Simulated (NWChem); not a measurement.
System: CdH2S2; SMILES [SH][Cd][SH]

Parts of the log:

```
             Northwest Computational Chemistry Package (NWChem) 7.3.0
             --------------------------------------------------------

                             Geometry "geometry" -> ""
                             -------------------------

 Output coordinates in angstroms (scale by  1.889725989 to convert to a.u.)

  No.       Tag          Charge          X              Y              Z
 ---- ---------------- ---------- -------------- -------------- --------------
    1 Cd                  48.0000    -0.00000000     0.00000000    -0.01757622
    2 S                   16.0000     2.35037300    -0.00985400    -0.05452022
    3 H                    1.0000     2.44879300     0.30000000     1.29415278
    4 S                   16.0000    -2.35037300     0.00985400    -0.05452022
    5 H                    1.0000    -2.44879300    -0.30000000     1.29415278

 Effective nuclear repulsion energy (a.u.)     408.4828789197

                                Z-matrix (autoz)
                                --------

 Units are Angstrom for bonds and degrees for angles

      Type          Name      I     J     K     L     M      Value
      ----------- --------  ----- ----- ----- ----- ----- ----------
    1 Stretch                  1     2                       2.35068
    2 Stretch                  1     4                       2.35068
    3 Stretch                  2     3                       1.38730
    4 Stretch                  4     5                       1.38730
    5 Bend                     1     2     3                93.13674
    6 Bend                     1     4     5                93.13674
    7 Bend                     2     4     5                94.01435
    8 Bend                     4     2     3                94.01435
    9 Torsion                  3     2     4     5         -25.91111
   10 Torsion                  2     3     1     4        -179.13993
   11 Torsion                  2     1     5     4        -179.13993

                           NWChem Geometry Optimization
                           ----------------------------

 maximum gradient threshold         (gmax) =   0.000015
 rms gradient threshold             (grms) =   0.000010
 maximum cartesian step threshold   (xmax) =   0.000060
 rms cartesian step threshold       (xrms) =   0.000040
 fixed trust radius                (trust) =   0.300000
 source of zmatrix                         =   autoz

          -------------------
          Energy Minimization
          -------------------

 Using diagonal initial Hessian
 Scaling for Hessian diagonals: bonds = 1.00  angles = 0.25  torsions = 0.10

          --------
          Step   0

                                 NWChem DFT Module
                                 -----------------

 Summary of "ao basis" -> "ao basis" (spherical)
 ------------------------------------------------------------------------------
       Tag                 Description            Shells   Functions and Types
 ---------------- ------------------------------  ------  ---------------------
 Cd                         def2-svp                11       31   5s3p2d1f
 S                          def2-svp                 8       18   4s3p1d
 H                          def2-svp                 3        5   2s1p

            General Information
            -------------------
          SCF calculation type: DFT
          Wavefunction type:  closed shell.
          No. of atoms     :     5
          No. of electrons :    54
           Alpha electrons :    27
            Beta electrons :    27
          Charge           :     0
          Spin multiplicity:     1
          Use of symmetry is: off; symmetry adaption is: off
          Maximum number of iterations: 150
          AO basis - number of functions:    77
                     number of shells:    33
          Convergence on energy requested:  1.00D-06
          Convergence on density requested:  1.00D-05
          Convergence on gradient requested:  5.00D-04

              XC Information
              --------------
                         PBE0 Method XC Functional
                     Hartree-Fock (Exact) Exchange  0.250
          PerdewBurkeErnzerhof Exchange Functional  0.750
            Perdew 1991 LDA Correlation Functional  1.000 local
           PerdewBurkeErnz. Correlation Functional  1.000 non-local

[...]

      ----------------------
      Optimization converged
      ----------------------

  Step       Energy      Delta E   Gmax     Grms     Xrms     Xmax
  ---- ---------------- -------- -------- -------- -------- --------
@   14    -964.83809222 -7.7D-10  0.00000  0.00000  0.00003  0.00005
                                     ok       ok       ok       ok

                                Z-matrix (autoz)
                                --------

 Units are Angstrom for bonds and degrees for angles

      Type          Name      I     J     K     L     M      Value     Gradient
      ----------- --------  ----- ----- ----- ----- ----- ---------- ----------
    1 Stretch                  1     2                       2.34571    0.00000
    2 Stretch                  1     4                       2.34571    0.00000
    3 Stretch                  2     3                       1.35243    0.00000
    4 Stretch                  4     5                       1.35243    0.00000
    5 Bend                     1     2     3                93.41262    0.00000
    6 Bend                     1     4     5                93.41262    0.00000
    7 Bend                     2     4     5                93.56024    0.00000
    8 Bend                     4     2     3                93.56024    0.00000
    9 Torsion                  3     2     4     5         -90.74036   -0.00000
   10 Torsion                  2     3     1     4        -179.37931    0.00000
   11 Torsion                  2     1     5     4        -179.37931    0.00000

                         Geometry "geometry" -> "geometry"
                         ---------------------------------

 Output coordinates in angstroms (scale by  1.889725989 to convert to a.u.)

  No.       Tag          Charge          X              Y              Z
 ---- ---------------- ---------- -------------- -------------- --------------
    1 Cd                  48.0000    -0.00000002    -0.00000001     0.11990865
    2 S                   16.0000     2.32331951    -0.32319482     0.11130669
    3 H                    1.0000     2.53885644     0.61668223     1.05958345
    4 S                   16.0000    -2.32331957     0.32319473     0.11130657
    5 H                    1.0000    -2.53885635    -0.61668212     1.05958355

 Effective nuclear repulsion energy (a.u.)     409.7196633998

                Final and change from initial internal coordinates
                --------------------------------------------------

                                Z-matrix (autoz)
                                --------

 Units are Angstrom for bonds and degrees for angles

[...]

 Rotational Constants
 --------------------
 A=   4.717675 cm-1  (  6.787530 K)
 B=   0.046113 cm-1  (  0.066345 K)
 C=   0.046110 cm-1  (  0.066341 K)

 Temperature                      =   298.15K
 frequency scaling parameter      =   1.0000

 Zero-Point correction to Energy  =   11.055 kcal/mol  (  0.017617 au)
 Thermal correction to Energy     =   14.800 kcal/mol  (  0.023586 au)
 Thermal correction to Enthalpy   =   15.393 kcal/mol  (  0.024530 au)

 Total Entropy                    =   79.118 cal/mol-K
   - Translational                =   41.449 cal/mol-K (mol. weight = 179.8634)
   - Rotational                   =   24.579 cal/mol-K (symmetry #  =        1)
   - Vibrational                  =   13.090 cal/mol-K

 Cv (constant volume heat capacity) =   16.783 cal/mol-K
   - Translational                  =    2.979 cal/mol-K
   - Rotational                     =    2.979 cal/mol-K
   - Vibrational                    =   10.824 cal/mol-K

[normal modes left out]

 ----------------------------------------------------------------------------
 Normal Eigenvalue ||           Projected Infra Red Intensities
  Mode   [cm**-1]  || [atomic units] [(debye/angs)**2] [(KM/mol)] [arbitrary]
 ------ ---------- || -------------- ----------------- ---------- -----------
    1       -0.000 ||    0.000977           0.023         0.953       1.393
    2       -0.000 ||    0.000000           0.000         0.000       0.000
    3       -0.000 ||    0.000000           0.000         0.000       0.000
    4       -0.000 ||    0.000005           0.000         0.005       0.007
    5       -0.000 ||    0.000306           0.007         0.299       0.437
    6        0.000 ||    0.016683           0.385        16.263      23.773
    7       85.688 ||    0.006699           0.155         6.530       9.546
    8       86.844 ||    0.008666           0.200         8.448      12.349
    9      162.748 ||    0.018217           0.420        17.759      25.959
   10      312.548 ||    0.000032           0.001         0.031       0.046
   11      397.755 ||    0.042549           0.982        41.479      60.632
   12      637.284 ||    0.000256           0.006         0.250       0.365
   13      642.537 ||    0.008612           0.199         8.395      12.272
   14     2705.611 ||    0.001758           0.041         1.714       2.505
   15     2705.716 ||    0.000504           0.012         0.491       0.717
 ----------------------------------------------------------------------------
```

Level: PBE0/def2-SVP with def2 effective core potentials on Cd. def2 effective core potentials on Cd; no spin-orbit coupling. The printed entropy takes a lower symmetry number than the molecule has.

Which NWChem input produces such a log?

This is not unique; one that fits is the input that was run:
```
start job
memory heap 200 mb stack 900 mb global 1100 mb
geometry units angstroms noautosym
  Cd     0.000000     0.000000    -0.507787
  S      2.350373    -0.009854    -0.544731
  H      2.448793     0.300000     0.803942
  S     -2.350373     0.009854    -0.544731
  H     -2.448793    -0.300000     0.803942
end
basis spherical
  * library def2-svp
end
ecp
  Cd library def2-ecp
end
dft
  xc pbe0
  grid fine
  iterations 150
end
driver
  maxiter 120
  tight
end
task dft optimize
dft
  grid fine
  convergence energy 1d-8 density 1d-7
end
task dft freq numerical
```
